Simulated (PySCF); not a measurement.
## From orbital energies to the Hartree-Fock energy

System: sulfur dioxide (O2S), singlet, at a GFN2-xTB geometry. Level: HF/STO-3G (PySCF). Sums are taken with unrounded values, so a last digit can differ.

Occupied orbital energies (Eh, each doubly occupied): -91.05664, -20.18616, -20.18608, -8.93300, -6.56685, -6.56175, -6.56096, -1.39868, -1.26956, -0.74828, -0.55876, -0.54983, -0.51975, -0.35662, -0.30440, -0.27992. One-electron energy -965.84201 Eh, nuclear repulsion 108.35087 Eh.

Task: Work out the total energy, and say why twice the sum of orbital energies isn't the electronic energy.

Result: Twice the sum of the occupied levels is -332.07449 Eh. It holds the one-electron energy once and the electron-electron energy twice, since each pair is counted from both sides: 2Σε = E1 + 2 E2. So E2 = (-332.07449 - (-965.84201))/2 = 316.88376 Eh, and E = E1 + E2 + E_nuc = -540.60738 Eh. PySCF's converged energy is -540.60738 Eh.
